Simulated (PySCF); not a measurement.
BiH5, SMILES [BiH5].

The structure is a stationary point at B3LYP-D3(BJ)/def2-TZVP. The def2 effective core potentials stand for the cores of Bi; spin–orbit coupling is left out.

Two levels are set side by side: TDDFT-PBE/def2-TZVPD (PySCF) and TDDFT-M06-2X/def2-TZVPD (PySCF). Vertical, same geometry. The lowest singlet is HOMO→LUMO 99 % with PBE and HOMO→LUMO 100 % with the other functional; states are paired by order. Differences are taken from unrounded values.

```tsv
quantity	TDDFT-M06-2X
lowest singlet excitation (eV)	3.44
lowest triplet excitation (TDA) (eV)	2.13
first bright state (f over 0.05) (eV)	6.80
its oscillator strength	0.31
```

**Question.** What does TDDFT-PBE give, and how far is it from TDDFT-M06-2X? (An estimate is asked for; the answer gives what the named calculation found.)

**Answer.** 
```csv
quantity,TDDFT-PBE,TDDFT-PBE minus TDDFT-M06-2X
lowest singlet excitation (eV),3.20,-0.25
lowest triplet excitation (TDA) (eV),1.86,-0.26
first bright state (f over 0.05) (eV),6.67,-0.12
its oscillator strength,0.06,-0.25
```

Functionals without exact exchange tend to place singlet excitations lower, as here. Differences between two approximate levels are no errors against the true value.

Rough cost on one machine, each run with all the roots and properties that it gave: TDDFT-M06-2X against TDDFT-PBE about 10 times.
